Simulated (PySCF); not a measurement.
PySCF input file for C4H7BFN, SMILES C=C=CB(F)NC, TDA-LC-ωPBE/def2-SVPD. The structure is a stationary point at r2SCAN-D4/def2-SVP. The structure was generated by enumeration, and PubChem lists no compound with its InChIKey, so it may never have been made. Other conformers were not sampled.

```python
import numpy as np
from pyscf import gto, scf, dft, tdscf

mol = gto.M(
    atom='''
    C    -0.77802319   -2.94192321    0.00000000
    C     0.12967523   -1.99576590    0.00000000
    C     0.99493931   -1.00534521    0.00000000
    B     0.56690749    0.50142206   -0.00000000
    F     1.53825231    1.43729411   -0.00000000
    N    -0.77153830    0.91148870   -0.00000000
    C    -1.24954292    2.27570157   -0.00000000
    H    -1.16300204   -3.36084417    0.93735696
    H    -1.16300204   -3.36084417   -0.93735696
    H     2.06732810   -1.25067868    0.00000000
    H    -1.49054227    0.19413881   -0.00000000
    H    -1.86084486    2.50004749    0.89203769
    H    -0.38942285    2.95895149   -0.00000000
    H    -1.86084486    2.50004749   -0.89203769
    ''',
    basis='def2-SVPD',
    charge=0,
    spin=0,
    symmetry=True,
    max_memory=1600,
    verbose=4,
)
mf = dft.RKS(mol, xc='lc_wpbe').density_fit(auxbasis='def2-universal-jkfit')
mf.grids.level = 3
mf.conv_tol = 1e-9
mf.max_cycle = 100
mf.kernel()
mf.grids = dft.Grids(mol).set(level=1).build(with_non0tab=True)  # coarser grid for the response kernel
td = tdscf.TDA(mf)
td.singlet = True
td.nstates = 10
td.conv_tol = 1e-4
td.positive_eig_threshold = 1e-6
td.kernel(x0=td.get_init_guess(mf, 15))
td.analyze()
tt = tdscf.TDA(mf)
tt.singlet = False
tt.nstates = 4
tt.conv_tol = 1e-4
tt.positive_eig_threshold = 1e-6
tt.kernel(x0=tt.get_init_guess(mf, 9))
tt.analyze(verbose=3)
```

Program output:

```
PySCF version 2.14.0

[INPUT] verbose = 4
[INPUT] num. atoms = 14
[INPUT] num. electrons = 52
[INPUT] charge = 0
[INPUT] spin (= nelec alpha-beta = 2S) = 0
[INPUT] symmetry True subgroup None
[INPUT] Mole.unit = angstrom
[INPUT] Symbol           X                Y                Z      unit          X                Y                Z       unit  Magmom
[INPUT]  1 C     -0.778023190000  -2.941923210000   0.000000000000 AA   -1.470250747660  -5.559429146401   0.000000000000 Bohr   0.0
[INPUT]  2 C      0.129675230000  -1.995765900000   0.000000000000 AA    0.245050669840  -3.771450959746   0.000000000000 Bohr   0.0
[INPUT]  3 C      0.994939310000  -1.005345210000   0.000000000000 AA    1.880162806464  -1.899827107543   0.000000000000 Bohr   0.0
[INPUT]  4 B      0.566907490000   0.501422060000   0.000000000000 AA    1.071299894065   0.947550366215   0.000000000000 Bohr   0.0
[INPUT]  5 F      1.538252310000   1.437294110000   0.000000000000 AA    2.906875576380   2.716092228350   0.000000000000 Bohr   0.0
[INPUT]  6 N     -0.771538300000   0.911488700000   0.000000000000 AA   -1.457996081613   1.722464008636   0.000000000000 Bohr   0.0
[INPUT]  7 C     -1.249542920000   2.275701570000   0.000000000000 AA   -2.361293899689   4.300452708543   0.000000000000 Bohr   0.0
[INPUT]  8 H     -1.163002040000  -3.360844170000   0.937356960000 AA   -2.197755337910  -6.351075028641   1.771347935355 Bohr   0.0
[INPUT]  9 H     -1.163002040000  -3.360844170000  -0.937356960000 AA   -2.197755337910  -6.351075028641  -1.771347935355 Bohr   0.0
[INPUT] 10 H      2.067328100000  -1.250678680000   0.000000000000 AA    3.906683918617  -2.363440175033   0.000000000000 Bohr   0.0
[INPUT] 11 H     -1.490542270000   0.194138810000   0.000000000000 AA   -2.816716667388   0.366869181049   0.000000000000 Bohr   0.0
[INPUT] 12 H     -1.860844860000   2.500047490000   0.892037690000 AA   -3.516487145705   4.724405054506   1.685706926890 Bohr   0.0
[INPUT] 13 H     -0.389422850000   2.958951490000   0.000000000000 AA   -0.735902533148   5.591607931974   0.000000000000 Bohr   0.0
[INPUT] 14 H     -1.860844860000   2.500047490000  -0.892037690000 AA   -3.516487145705   4.724405054506  -1.685706926890 Bohr   0.0

nuclear repulsion = 260.168289528521
point group symmetry = Cs
symmetry origin: [-3.63408864e-09 -1.81704421e-09  0.00000000e+00]
symmetry axis x: [1.00000000e+00 6.10382946e-10 6.11958658e-19]
symmetry axis y: [ 6.10382946e-10 -1.00000000e+00  1.54524618e-18]
symmetry axis z: [1.26135664e-18 1.54524597e-18 1.00000000e+00]
num. orbitals of irrep A' = 134
num. orbitals of irrep A" = 65
number of shells = 85
number of NR pGTOs = 283
number of NR cGTOs = 199
basis = def2-SVPD
ecp = {}


[settings echo left out]
init E= -336.593246934512
HOMO (A") = -0.284184813982897  LUMO (A") = -0.0449232000995919  gap/eV = 6.51064
cycle= 1 E= -335.624057921768  delta_E= 0.969  |g|= 0.522  |ddm|=  6.9
HOMO (A") = -0.348078389434398  LUMO (A") = 0.0522134827310463  gap/eV = 10.89250
cycle= 2 E= -335.650316407799  delta_E= -0.0263  |g|= 0.498  |ddm|= 1.33
HOMO (A") = -0.363621345982413  LUMO (A") = 0.0562690876831655  gap/eV = 11.42580
cycle= 3 E= -335.688167971688  delta_E= -0.0379  |g|= 0.0572  |ddm|= 0.477
HOMO (A") = -0.367810554956653  LUMO (A") = 0.0570443229653459  gap/eV = 11.56089
cycle= 4 E= -335.689019896512  delta_E= -0.000852  |g|= 0.0247  |ddm|= 0.204
HOMO (A") = -0.363985532876879  LUMO (A") = 0.0593255023919051  gap/eV = 11.51888
cycle= 5 E= -335.689173430646  delta_E= -0.000154  |g|= 0.00849  |ddm|= 0.049
HOMO (A") = -0.365040333402973  LUMO (A") = 0.0594411441427753  gap/eV = 11.55073
cycle= 6 E= -335.689194206494  delta_E= -2.08e-05  |g|= 0.0018  |ddm|= 0.0194
HOMO (A") = -0.365136052933632  LUMO (A") = 0.059311527092735  gap/eV = 11.54981
cycle= 7 E= -335.689196948571  delta_E= -2.74e-06  |g|= 0.000798  |ddm|= 0.0116
HOMO (A") = -0.365142895793437  LUMO (A") = 0.0594528374593998  gap/eV = 11.55384
cycle= 8 E= -335.689197343429  delta_E= -3.95e-07  |g|= 0.000235  |ddm|= 0.00441
HOMO (A") = -0.365154503046776  LUMO (A") = 0.0594513533323682  gap/eV = 11.55411
cycle= 9 E= -335.689197386557  delta_E= -4.31e-08  |g|= 0.000116  |ddm|= 0.00151
HOMO (A") = -0.365155175216334  LUMO (A") = 0.0594564618209813  gap/eV = 11.55427
cycle= 10 E= -335.689197391145  delta_E= -4.59e-09  |g|= 2.42e-05  |ddm|= 0.00042
HOMO (A") = -0.365155958600001  LUMO (A") = 0.0594559387887086  gap/eV = 11.55428
cycle= 11 E= -335.689197391453  delta_E= -3.07e-10  |g|= 8.26e-06  |ddm|= 0.000143
HOMO (A") = -0.365154729973489  LUMO (A") = 0.059456753091681  gap/eV = 11.55427
Extra cycle  E= -335.689197391469  delta_E= -1.59e-11  |g|= 6.24e-06  |ddm|= 2.95e-05
converged SCF energy = -335.689197391469
tot grids = 53624
Overwritten attributes  positive_eig_threshold  of <class 'pyscf.tdscf.rks.TDA'>


******** <class 'pyscf.tdscf.rks.TDA'> for <class 'pyscf.df.df_jk.DFSymAdaptedRKS'> ********
nstates = 10 singlet
deg_eia_thresh = 1.000e-03
wfnsym = None
conv_tol = 0.0001
eigh lindep = 1e-12
eigh level_shift = 0
eigh max_cycle = 100


Excitation energies (eV)
[5.61747553 6.34928153 6.75844234 7.26293018 7.75057133 7.8413608
 8.13300264 8.34135741 8.64220744 8.68152585]

** Singlet excitation energies and oscillator strengths **
Excited State   1:   A"      5.61748 eV    220.71 nm  f=0.0001
      25 -> 27       -0.68398
Excited State   2:   A"      6.34928 eV    195.27 nm  f=0.0000
      24 -> 29       -0.37363
      25 -> 27       -0.10830
      26 -> 29       -0.54448
      26 -> 31        0.10071
Excited State   3:   A'      6.75844 eV    183.45 nm  f=0.3976
      26 -> 27       -0.67582
Excited State   4:   A"      7.26293 eV    170.71 nm  f=0.0004
      24 -> 28        0.11998
      26 -> 28       -0.61849
      26 -> 31       -0.10038
      26 -> 32       -0.17331
      26 -> 33       -0.11938
Excited State   5:   A'      7.75057 eV    159.97 nm  f=0.0272
      24 -> 27        0.43212
      25 -> 28        0.25344
      25 -> 29        0.39324
      25 -> 30        0.22778
Excited State   6:   A'      7.84136 eV    158.12 nm  f=0.0924
      24 -> 27        0.21993
      25 -> 28       -0.47526
      25 -> 29        0.25677
      25 -> 30       -0.34045
Excited State   7:   A"      8.13300 eV    152.45 nm  f=0.0091
      24 -> 28        0.42111
      24 -> 32        0.11021
      26 -> 28        0.13005
      26 -> 29       -0.17204
      26 -> 30        0.36491
      26 -> 31       -0.25669
      26 -> 33       -0.15595
Excited State   8:   A'      8.34136 eV    148.64 nm  f=0.9639
      24 -> 27        0.45844
      25 -> 29       -0.46447
Excited State   9:   A"      8.64221 eV    143.46 nm  f=0.0073
      22 -> 27        0.11663
      23 -> 27        0.32071
      24 -> 32        0.10794
      26 -> 28        0.13007
      26 -> 30       -0.29070
      26 -> 31       -0.30378
      26 -> 32       -0.20505
      26 -> 33       -0.21262
      26 -> 34       -0.12387
Excited State  10:   A"      8.68153 eV    142.81 nm  f=0.0015
      22 -> 27        0.17081
      23 -> 27        0.51166
      26 -> 30        0.23995
      26 -> 31        0.13135
      26 -> 32        0.13822
      26 -> 33        0.14444

** Transition electric dipole moments (AU) **
state          X           Y           Z        Dip. S.      Osc.
  1        -0.0000      0.0000      0.0252      0.0006      0.0001
  2         0.0000     -0.0000     -0.0093      0.0001      0.0000
  3         0.0918      1.5469     -0.0000      2.4014      0.3976
  4         0.0000      0.0000     -0.0447      0.0020      0.0004
  5         0.1353      0.3533     -0.0000      0.1432      0.0272
  6        -0.3957      0.5696      0.0000      0.4810      0.0924
  7        -0.0000      0.0000      0.2131      0.0454      0.0091
  8        -1.5286     -1.5428     -0.0000      4.7167      0.9639
  9        -0.0000     -0.0000      0.1853      0.0343      0.0073
 10        -0.0000      0.0000     -0.0851      0.0072      0.0015

** Transition velocity dipole moments (imaginary part, AU) **
state          X           Y           Z        Dip. S.      Osc.
  1        -0.0000      0.0000     -0.0255      0.0006      0.0021
  2         0.0000     -0.0000     -0.0014      0.0000      0.0000
  3        -0.0030      0.2714     -0.0000      0.0737      0.1978
  4         0.0000      0.0000     -0.0096      0.0001      0.0002
  5         0.0361      0.0911     -0.0000      0.0096      0.0225
  6        -0.0877      0.1640      0.0000      0.0346      0.0800
  7        -0.0000      0.0000      0.0422      0.0018      0.0040
  8        -0.2022     -0.3233     -0.0000      0.1454      0.3162
  9        -0.0000     -0.0000      0.0580      0.0034      0.0071
 10        -0.0000      0.0000     -0.0939      0.0088      0.0184

** Transition magnetic dipole moments (imaginary part, AU) **
state          X           Y           Z
  1        -0.4441     -0.5471      0.0000
  2         0.4565      0.4982     -0.0000
  3        -0.0000      0.0000     -0.8729
  4         0.3667     -0.3357      0.0000
  5        -0.0000      0.0000     -0.7847
  6         0.0000     -0.0000      0.9953
  7         0.4439      0.5920     -0.0000
  8         0.0000     -0.0000      1.1379
  9         0.2464      0.3425      0.0000
 10         0.2969      0.5957      0.0000


******** <class 'pyscf.tdscf.rks.TDA'> for <class 'pyscf.df.df_jk.DFSymAdaptedRKS'> ********
nstates = 4 triplet
deg_eia_thresh = 1.000e-03
wfnsym = None
conv_tol = 0.0001
eigh lindep = 1e-12
eigh level_shift = 0
eigh max_cycle = 100


Excitation energies (eV)
[4.07231605 4.62921896 5.17507634 5.93049072]

** Triplet excitation energies and oscillator strengths **
Excited State   1:   A'      4.07232 eV    304.46 nm  f=0.0000
Excited State   2:   A'      4.62922 eV    267.83 nm  f=0.0000
Excited State   3:   A"      5.17508 eV    239.58 nm  f=0.0000
Excited State   4:   A"      5.93049 eV    209.06 nm  f=0.0000
```

The run converged.

Cost: roughly 5 core-minutes.
